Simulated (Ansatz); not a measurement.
Input file for Ansatz (a quantum-chemistry and plane-wave program): R-CCSD(T)/def2-SVP on GeH5P (SMILES [PH2][GeH3]), a point of a torsion scan. The run froze 19 orbitals, filled d shells among them.

Ansatz 0.2 input:
```yaml
crystal:
  periodic: [false, false, false]
  atoms:
    - {symbol: P, position_ang: [1.40311185, -0.37933335, 0.52317258]}
    - {symbol: Ge, position_ang: [-0.78852148, 0.08760330, 0.06868445]}
    - {symbol: H, position_ang: [1.82563906, 0.89179668, 0.15470199]}
    - {symbol: H, position_ang: [1.64356529, -0.89430677, -0.74366249]}
    - {symbol: H, position_ang: [-1.10128600, 0.48102846, -1.34761260]}
    - {symbol: H, position_ang: [-1.65479348, -1.09980263, 0.36264398]}
    - {symbol: H, position_ang: [-1.29880702, 1.19686999, 0.93776319]}
basis:
  gaussian:
    orbitals: def2-SVP
magnetization: {spin_polarized: false}
correlation: {method: ccsd_t, electrons: outside_noble_gas}
scf: {lower_state_search: off}
```

The log:

```
WARN ansatz: RAYON_NUM_THREADS=1 ignored (pool sized by the plan → 1); use --threads N
Functional definition: HF
these checks for a lower state are left out or cut short: stability, starts, cluster_reference, orbital_swaps, neighbouring_geometries, increment
integrals: 0.06 GiB planned
733 factors; integrals over basis functions are off by at most 1.3e-3 eV
mean field: 0.15 GiB planned
mean field evaluation 1: about -65813.5316 eV, gradient 1.3e1 eV
mean field evaluation 2: about -65813.5332 eV, gradient 1.3e1 eV
mean field evaluation 4: about -65814.3489 eV, gradient 2.2e0 eV
mean field evaluation 8: about -65814.3620 eV, gradient 1.9e-2 eV
mean field -65814.36201363 eV, -2418.6331934242 hartree, gradient 2.1e-6 eV, S^2 0.000000; 0 other end points of the search recorded, 0 dependent functions left out
19 core orbitals not correlated
reference -65814.36201363 eV, -2418.6331934242 hartree; 7, 7 occupied and 49, 49 virtual orbitals, 733 factors
second order -6.21100546 eV of doubles, -0.00000000 eV of singles
coupled cluster: 0.13 GiB planned
cycle   1  -7.11526704 eV  change   -9.0e-1 eV  update   7.0e-2
cycle   2  -7.42807215 eV  change   -3.1e-1 eV  update   2.3e-2
cycle   3  -7.44242061 eV  change   -1.4e-2 eV  update   5.5e-3
cycle   4  -7.44062942 eV  change    1.8e-3 eV  update   1.8e-3
cycle   5  -7.44007565 eV  change    5.5e-4 eV  update   5.6e-4
cycle   6  -7.44001108 eV  change    6.5e-5 eV  update   1.8e-4
cycle   7  -7.44003425 eV  change   -2.3e-5 eV  update   5.5e-5
cycle   8  -7.44004254 eV  change   -8.3e-6 eV  update   1.5e-5
perturbative correction -0.19237276 eV, -0.0070695687 hartree
Total energy: -65821.99442893 eV, -2418.9136795130 hartree
Checks for a lower state left out: stability, starts, cluster_reference, orbital_swaps, neighbouring_geometries, increment
```

The run converged.

Cost: around 1.3 core-seconds (rough).
